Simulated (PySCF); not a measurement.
## Mo⁶⁺: ionisation energy

Mo⁶⁺ [Kr] (1S) → Mo⁷⁺ [Ar] 3d10 4s2 4p5 (2P), as a difference of total energies. All numbers are calculated (PySCF 2.14, the spin-free X2C one-electron Hamiltonian (Gaussian nucleus), in an uncontracted even-tempered set (22 s from 0.14 bohr⁻², ratio 2.5; 15 p from 0.18 bohr⁻², ratio 2.5; 10 d from 0.33 bohr⁻², ratio 2.5; 5 f from 2.7 bohr⁻², ratio 2.7; 5 g from 4 bohr⁻², ratio 2.7)). Correlated levels: outer shells: [Ne] frozen; virtual orbitals above 40 to 60 times the deepest correlated orbital energy dropped. The calculations carry no spin-orbit coupling.

```tsv
method	ionisation energy (eV)	plus first-order spin-orbit estimate	difference from reference of that sum (eV)
UHF	125.25	124.35	-1.29
LDA	126.63	125.73	+0.09
PBE	126.25	125.35	-0.29
PBE0	126.40	125.50	-0.14
r2SCAN	126.59	125.69	+0.05
MP2 (outer shells)	126.49	125.59	-0.05
SCS-MP2 (outer shells)	126.32	125.42	-0.22
```

Reference: 125.64 eV (semi-empirical (NIST evaluation); NIST Atomic Spectra Database, ionization energies).

A first-order spin-orbit estimate (lowest level to lowest level, LS coupling) adds -0.898 eV.
